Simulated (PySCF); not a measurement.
PySCF input for Si(H)(F)(OH)(NMe2) (C₂H₈FNOSi), SMILES CN(C)[SiH](O)F, PBE-D3(BJ)/def2-SVP. Geometry: PBE-D3(BJ)/def2-SVP. One conformer was computed; it need not be the lowest.

```python
import numpy as np
from pyscf import gto, scf, dft, df
from pyscf.hessian import thermo

mol = gto.M(
    atom='''
    Si    0.55585151   -0.60043855    0.28865047
    O     1.07445150   -1.36377247   -1.09952391
    F     1.68699990    0.40477186    0.92344859
    N    -0.79278607    0.42397965   -0.06703025
    C    -1.08302698    1.62735701    0.69143038
    C    -1.85648069   -0.01334013   -0.95213617
    H     0.38687039   -1.71038867    1.27067667
    H     1.17029397   -0.76748569   -1.86415651
    H    -1.29207606    2.48674957    0.01218870
    H    -1.97346526    1.50966306    1.35563231
    H    -0.21422680    1.90155866    1.31969411
    H    -1.54516318   -0.91969015   -1.50899401
    H    -2.80080399   -0.25314341   -0.40540111
    H    -2.10541282    0.77415072   -1.70214613
    ''',
    basis='def2-SVP',
    charge=0,
    spin=0,
    max_memory=1600,
    verbose=3,
)
mf = dft.RKS(mol, xc='pbe').density_fit(auxbasis='def2-universal-jkfit')
mf.disp = 'd3bj'
mf.grids.level = 3
mf.conv_tol = 1e-11
mf.max_cycle = 100
mf.kernel()

# [left out here: the lines that compute and print the analytic Hessian (its translational invariance restored by hand, since the grid's response is missing), thermochemistry and intensities]
```

Output:

```
converged SCF energy = -599.635646282363

WARN: DFTD3 does not support analytical Hessian, using finite difference


WARN: Mole.unit (angstrom) is changed to Bohr

Mode                                 0                   1                   2
Irrep
Freq [cm^-1]                       55.4997            133.5432            176.8772
Reduced mass [au]                   3.5492              1.8873              4.2384
Force const [Dyne/A]                0.0064              0.0198              0.0781
Char temp [K]                      79.8517            192.1389            254.4869
Normal mode                   x     y     z       x     y     z       x     y     z
       0  Si                 0.01  0.01  0.02    0.01 -0.02  0.02    0.01  0.02  0.02
       1   O                -0.06 -0.07  0.05   -0.02  0.04 -0.04   -0.11  0.05 -0.04
       2   F                 0.04  0.04 -0.08   -0.01  0.03 -0.02    0.09 -0.07  0.03
       3   N                -0.00 -0.00  0.01   -0.06 -0.09  0.11    0.02  0.04  0.01
       4   C                -0.06 -0.07  0.09    0.02  0.02 -0.03   -0.09  0.03 -0.04
       5   C                 0.06  0.06 -0.09    0.03  0.01 -0.03    0.08 -0.07 -0.01
       6   H                 0.04  0.08  0.10    0.14 -0.06 -0.00   -0.01  0.01  0.00
       7   H                -0.03 -0.11  0.02   -0.12  0.07 -0.03   -0.17  0.08 -0.02
       8   H                -0.05 -0.02  0.15    0.30  0.01 -0.13   -0.16 -0.01 -0.07
       9   H                -0.09 -0.14  0.04   -0.12  0.22 -0.19   -0.08 -0.02 -0.03
      10   H                -0.10 -0.10  0.15   -0.04 -0.09  0.11   -0.11  0.14 -0.04
      11   H                 0.10  0.10 -0.13   -0.04 -0.10  0.11    0.15 -0.09  0.06
      12   H                 0.02  0.03 -0.18   -0.10  0.23 -0.16    0.07 -0.10 -0.03
      13   H                 0.11  0.11 -0.06    0.29 -0.02 -0.15    0.06 -0.13 -0.06
Mode                                 3                   4                   5
Irrep
[...]
      11   H                -0.06 -0.11  0.16   -0.10 -0.11  0.11    0.10  0.05  0.09
      12   H                 0.27 -0.02  0.31    0.26 -0.01  0.30    0.05 -0.04  0.02
      13   H                -0.38 -0.15 -0.15   -0.36 -0.11 -0.09    0.05 -0.03 -0.02
Mode                                21                  22                  23
Irrep
Freq [cm^-1]                     1285.1581           1377.5226           1403.3622
Reduced mass [au]                   2.5900              1.1368              1.1935
Force const [Dyne/A]                2.5204              1.2709              1.3849
Char temp [K]                    1849.0564           1981.9483           2019.1258
Normal mode                   x     y     z       x     y     z       x     y     z
       0  Si                -0.02  0.02 -0.00   -0.00 -0.00 -0.00    0.00 -0.00 -0.00
       1   O                 0.00 -0.00 -0.00    0.00  0.00  0.00   -0.00  0.00  0.00
       2   F                 0.00  0.00  0.00    0.00  0.00  0.00   -0.00 -0.00 -0.00
       3   N                 0.14 -0.10  0.02   -0.01 -0.02 -0.02    0.01 -0.01  0.00
       4   C                -0.08  0.04 -0.02    0.01 -0.06 -0.04   -0.01  0.07  0.05
       5   C                -0.07  0.06 -0.00   -0.05 -0.02 -0.04   -0.06 -0.03 -0.06
       6   H                -0.00  0.01 -0.01    0.00  0.01  0.01   -0.03  0.00  0.01
       7   H                 0.00 -0.00 -0.00   -0.01  0.00  0.00   -0.00 -0.01 -0.00
       8   H                 0.19  0.17  0.07    0.01  0.20  0.27   -0.07 -0.15 -0.20
       9   H                 0.13  0.01  0.23    0.10  0.31  0.17   -0.15 -0.24 -0.20
      10   H                 0.03 -0.15 -0.07   -0.24  0.33  0.16    0.27 -0.33 -0.18
      11   H                 0.12  0.04  0.12    0.39 -0.00  0.18    0.41 -0.03  0.23
      12   H                -0.00 -0.26 -0.04    0.12  0.15  0.30    0.07  0.16  0.24
      13   H                 0.05 -0.13 -0.22    0.19  0.23  0.16    0.11  0.24  0.18
Mode                                24                  25                  26
Irrep
Freq [cm^-1]                     1405.4667           1412.9919           1431.0095
Reduced mass [au]                   1.0371              1.0398              1.0458
Force const [Dyne/A]                1.2070              1.2232              1.2618
Char temp [K]                    2022.1536           2032.9808           2058.9041
Normal mode                   x     y     z       x     y     z       x     y     z
       0  Si                 0.00 -0.00 -0.00   -0.00  0.00 -0.00   -0.00  0.00  0.00
       1   O                -0.00  0.00  0.00   -0.00  0.00  0.00    0.00 -0.00 -0.00
       2   F                -0.00  0.00 -0.00   -0.00 -0.00  0.00   -0.00 -0.00 -0.00
       3   N                -0.00 -0.00  0.00   -0.01 -0.01  0.01    0.01  0.01  0.01
       4   C                 0.01  0.02 -0.02   -0.01 -0.02  0.03    0.04 -0.02  0.00
       5   C                -0.02 -0.03  0.03   -0.01 -0.01  0.02   -0.03  0.02  0.00
       6   H                -0.00 -0.00 -0.00    0.00  0.00 -0.00    0.00  0.00  0.00
       7   H                -0.01 -0.00 -0.00   -0.01 -0.00 -0.00    0.00  0.00  0.00
       8   H                -0.17 -0.18 -0.19    0.23  0.23  0.25   -0.45  0.03  0.18
       9   H                 0.13  0.09  0.19   -0.20 -0.16 -0.27   -0.22  0.35 -0.24
      10   H                -0.12 -0.26  0.28    0.19  0.34 -0.42    0.12 -0.18 -0.05
      11   H                 0.23  0.32 -0.40    0.13  0.23 -0.31   -0.19  0.02 -0.10
      12   H                 0.03  0.34  0.23    0.02  0.21  0.16    0.20 -0.34  0.20
      13   H                -0.01 -0.28 -0.27   -0.00 -0.21 -0.20    0.40 -0.04 -0.18
Mode                                27                  28                  29
Irrep
Freq [cm^-1]                     1458.8208           2226.9582           2897.6004
Reduced mass [au]                   1.0853              1.0418              1.0404
Force const [Dyne/A]                1.3608              3.0440              5.1465
Char temp [K]                    2098.9183           3204.0971           4169.0018
Normal mode                   x     y     z       x     y     z       x     y     z
       0  Si                -0.01  0.01 -0.00    0.00  0.03 -0.02   -0.00  0.00  0.00
       1   O                 0.00 -0.00 -0.00   -0.00  0.00 -0.00   -0.00 -0.00 -0.00
       2   F                 0.00  0.00  0.00   -0.00  0.00 -0.00    0.00 -0.00  0.00
       3   N                 0.06 -0.04  0.01    0.00 -0.00  0.00    0.00  0.00  0.00
       4   C                 0.01 -0.01 -0.00   -0.00 -0.00 -0.00   -0.02  0.02  0.01
       5   C                 0.02 -0.01  0.00    0.00  0.00  0.00    0.04 -0.00  0.01
       6   H                 0.01  0.01 -0.01   -0.12 -0.73  0.65    0.00 -0.00  0.00
       7   H                -0.00  0.00  0.00    0.00  0.00 -0.00    0.00  0.00 -0.00
       8   H                -0.36  0.10  0.23   -0.00  0.00  0.01    0.05 -0.23  0.19
       9   H                -0.17  0.37 -0.16    0.00  0.00 -0.00    0.35  0.06 -0.26
      10   H                 0.09 -0.14 -0.06   -0.00 -0.00 -0.00   -0.12 -0.04 -0.08
      11   H                 0.17  0.00  0.09   -0.00  0.00  0.00    0.07 -0.19 -0.12
      12   H                -0.24  0.28 -0.30    0.00  0.00 -0.01   -0.52 -0.14  0.32
      13   H                -0.47 -0.04  0.11   -0.00 -0.00  0.00   -0.08  0.32 -0.31
Mode                                30                  31                  32
Irrep
Freq [cm^-1]                     2904.6351           2950.7968           2961.7260
Reduced mass [au]                   1.0428              1.1005              1.1031
Force const [Dyne/A]                5.1837              5.6457              5.7008
Char temp [K]                    4179.1232           4245.5396           4261.2642
Normal mode                   x     y     z       x     y     z       x     y     z
       0  Si                 0.00 -0.00  0.00   -0.00 -0.00  0.00    0.00  0.00 -0.00
       1   O                -0.00  0.00  0.00    0.00 -0.00 -0.00   -0.00  0.00  0.00
       2   F                -0.00 -0.00 -0.00    0.00  0.00 -0.00   -0.00 -0.00  0.00
       3   N                -0.00  0.00 -0.00    0.00  0.00 -0.00   -0.00  0.00  0.00
       4   C                -0.03  0.02  0.02   -0.01 -0.03  0.03    0.02  0.05 -0.05
       5   C                -0.03 -0.00 -0.00   -0.02 -0.04  0.06   -0.02 -0.03  0.04
       6   H                -0.00  0.01 -0.00    0.00 -0.00 -0.00   -0.00  0.00  0.00
       7   H                 0.00 -0.00  0.00    0.00  0.00 -0.00    0.00  0.00  0.00
       8   H                 0.06 -0.31  0.26   -0.08  0.33 -0.26    0.13 -0.50  0.41
       9   H                 0.52  0.08 -0.39    0.21  0.02 -0.15   -0.37 -0.05  0.26
      10   H                -0.17 -0.05 -0.12    0.03  0.01  0.03   -0.04 -0.01 -0.05
      11   H                -0.05  0.13  0.08    0.01 -0.06 -0.02    0.01 -0.04 -0.01
      12   H                 0.37  0.10 -0.22    0.39  0.09 -0.23    0.26  0.06 -0.16
      13   H                 0.05 -0.20  0.20   -0.15  0.47 -0.43   -0.09  0.29 -0.26
Mode                                33                  34                  35
Irrep
Freq [cm^-1]                     3052.1915           3073.0349           3747.5832
Reduced mass [au]                   1.0978              1.0971              1.0660
Force const [Dyne/A]                6.0255              6.1042              8.8208
Char temp [K]                    4391.4240           4421.4130           5391.9378
Normal mode                   x     y     z       x     y     z       x     y     z
       0  Si                 0.00  0.00  0.00    0.00 -0.00 -0.00    0.00 -0.00  0.00
       1   O                -0.00 -0.00 -0.00    0.00 -0.00  0.00   -0.01 -0.03  0.05
       2   F                 0.00 -0.00  0.00   -0.00  0.00  0.00    0.00 -0.00 -0.00
       3   N                -0.00 -0.00 -0.00   -0.00  0.00  0.00    0.00 -0.00 -0.00
       4   C                -0.00 -0.00 -0.00   -0.07 -0.01 -0.05    0.00  0.00  0.00
       5   C                -0.04  0.07  0.03    0.00 -0.00 -0.00   -0.00  0.00 -0.00
       6   H                -0.00 -0.00 -0.00    0.00  0.00  0.00    0.00  0.00 -0.00
       7   H                 0.00  0.00 -0.00   -0.00  0.00 -0.00    0.10  0.57 -0.77
       8   H                -0.00 -0.00 -0.00    0.02 -0.15  0.12    0.00 -0.00  0.00
       9   H                 0.00 -0.00 -0.00    0.12  0.02 -0.10    0.00 -0.00 -0.00
      10   H                 0.01  0.00  0.01    0.72  0.22  0.52   -0.00  0.00 -0.00
      11   H                 0.26 -0.74 -0.46   -0.00  0.01  0.01   -0.00  0.00 -0.00
      12   H                 0.14  0.05 -0.09   -0.00  0.00  0.00    0.00 -0.00 -0.00
      13   H                 0.04 -0.15  0.15    0.00  0.00 -0.00    0.00 -0.00  0.00
temperature 298.1500 [K]
pressure 101325.00 [Pa]
Rotational constants [GHz] 3.75010 2.41056 1.60448
Symmetry number 1
Zero-point energy (ZPE) 0.10587 [Eh]   277955.305 [J/mol]
                           tot       elec      trans        rot        vib
Entropy [J/mol/K]       372.264      0.000    167.275    115.044     89.946
Cv [J/mol/K]            122.807      0.000     12.472     12.472     97.864
Cp [J/mol/K]            131.122      0.000     20.786     12.472     97.864
Internal energy [J/mol]                      3718.434   3718.434 292815.868
Internal energy [Eh]   -599.52129  -599.63565
Enthalpy [J/mol]                             6197.391   3718.434 292815.868
Enthalpy [Eh]          -599.52034
Gibbs free energy [J/mol]                  -43675.624 -30581.905 265998.611
Gibbs free energy [Eh] -599.56262
mode   freq/cm-1   IR/(km/mol)
   1       55.50         0.218
   2      133.54         0.393
   3      176.88         2.780
   4      232.38         0.742
   5      244.58         0.485
   6      256.02         4.567
   7      317.65        33.501
   8      332.50        24.219
   9      377.90        32.006
  10      399.03        96.189
  11      647.44        19.320
  12      758.70        27.811
  13      807.00        28.709
  14      842.88       234.106
  15      879.77       145.646
  16      934.47       174.167
  17     1003.29       132.955
  18     1054.31         1.660
  19     1078.98         0.041
  20     1129.79         0.913
  21     1219.04        86.136
  22     1285.16        70.074
  23     1377.52         0.621
  24     1403.36         3.636
  25     1405.47         0.232
  26     1412.99        10.717
  27     1431.01        24.880
  28     1458.82         5.079
  29     2226.96       140.950
  30     2897.60        60.574
  31     2904.64       118.166
  32     2950.80        90.349
  33     2961.73         5.700
  34     3052.19        10.887
  35     3073.03         5.524
  36     3747.58        59.264
max |gradient| / (hartree/bohr): 0.00018669588676966317
APT charges: [ 1.82   -0.7942 -0.6162 -0.8917  0.3571  0.3539 -0.2844  0.2867 -0.0628
 -0.076   0.0268  0.0144 -0.0719 -0.0618]
```

The calculation finished and met its thresholds.
